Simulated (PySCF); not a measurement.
Nuclear quadrupole coupling in `CCS(=O)(=O)[C@@H](C)C(=O)O`

C5H10O4S.
Z-matrix (Å and degrees, GFN2-xTB geometry), rows numbered from 1:
```
C 
C   1  1.5128
S   2  1.8240  1  106.91
O   3  1.4354  2  109.19  1   -54.97
O   3  1.4369  2  108.59  1    74.45
C   3  1.8631  2  106.61  1  -170.55
C   6  1.5130  3  108.68  2   -51.26
C   6  1.4936  3  102.56  2    71.24
O   8  1.2056  6  123.99  3   -73.24
O   8  1.3274  6  112.60  3   104.09
H   1  1.0876  2  109.60  3   -59.41
H   1  1.0871  2  109.71  3    59.51
H   1  1.0880  2  110.75  3  -179.88
H   2  1.0849  1  112.08  3   116.28
H   2  1.0853  1  112.66  3  -117.17
H   6  1.0885  3  104.73  2  -172.78
H   7  1.0880  6  110.19  3    77.36
H   7  1.0885  6  110.64  3  -162.71
H   7  1.0880  6  109.09  3   -43.23
H  10  0.9712  8  111.07  6  -172.90
```

Field gradients from the PBE0/pcSseg-1 density (PySCF, non-relativistic), principal values in atomic units, ordered |Vxx| ≤ |Vyy| ≤ |Vzz|:

| atom | Vxx | Vyy | Vzz |
| --- | --- | --- | --- |
| S3 | -0.1139 | -0.1192 | 0.2330 |
| O4 | -0.6161 | -0.6931 | 1.3092 |
| O5 | -0.5551 | -0.7537 | 1.3088 |
| O9 | 0.7008 | 0.8732 | -1.5740 |
| O10 | -0.4849 | -1.1344 | 1.6193 |

Q: Find the asymmetry η = (Vxx − Vyy)/Vzz and the couplings χ = eQV/h (234.96 MHz × Q in barn × V in au), with Q(33S) = −0.0678 b, Q(17O) = −0.0256 b.

A: 
```json
{"atom": "S3", "environment": "sulfonyl sulfur", "nucleus": "33S", "η": "0.02", "χzz (MHz)": "-3.712", "χxx (MHz)": "1.814", "χyy (MHz)": "1.898"}
{"atom": "O4", "environment": "sulfonyl oxygen", "nucleus": "17O", "η": "0.06", "χzz (MHz)": "-7.87", "χxx (MHz)": "3.71", "χyy (MHz)": "4.17"}
{"atom": "O5", "environment": "sulfonyl oxygen", "nucleus": "17O", "η": "0.15", "χzz (MHz)": "-7.87", "χxx (MHz)": "3.34", "χyy (MHz)": "4.53"}
{"atom": "O9", "environment": "acid carbonyl oxygen", "nucleus": "17O", "η": "0.11", "χzz (MHz)": "9.47", "χxx (MHz)": "-4.22", "χyy (MHz)": "-5.25"}
{"atom": "O10", "environment": "acid hydroxyl oxygen", "nucleus": "17O", "η": "0.40", "χzz (MHz)": "-9.74", "χxx (MHz)": "2.92", "χyy (MHz)": "6.82"}
```

The gradient is axial or nearly so (η below 0.05) at S3. 

Q: What is Vzz at O9 in SI units (1 au = 9.71736 × 10²¹ V/m²)?

A: -1.5740 au = -15.296 × 10²¹ V/m².

Were the hydrogens deuterons (Q(2H) = 0.00286 b), χzz would run from 201 kHz (H16 and H15) to 289 kHz (H20).

Geometry: GFN2-xTB, one conformer, isolated molecule. GFN2-xTB bond lengths can be off by several hundredths of an ångström, more for odd bonds, and the gradients follow them. The basis is small and wasn't made for field gradients, so the couplings can be 20 % off.

The run behind these numbers computed NMR shieldings as well. Time: 70 s wall. Hardware: x86-64 server, one thread, shared host.
